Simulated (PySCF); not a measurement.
PySCF 2.14 output of a UHF calculation on a single atom or ion in pcseg-2, with no relativity, point nucleus:

```
SCF conv_tol = 1e-09
number electrons alpha = 15  beta = 15
cycle= 1 E= -2074.49794165168  delta_E= -1.09e-11  |g|= 2.51e-06  |ddm|= 5.43e-06
converged SCF energy = -2074.49794165168  <S^2> = -1.7763568e-15  2S+1 = 1
```

The run itself started from symmetry-adapted Hartree-Fock orbitals and held the occupation by maximum overlap, so the iterations belong to that start.

Question: Which element, charge and spin multiplicity is this?

Answer: Ge(2+) (germanium, charge +2), multiplicity 1; the state was [Ar] 3d10 4s2, closed-shell 1S.
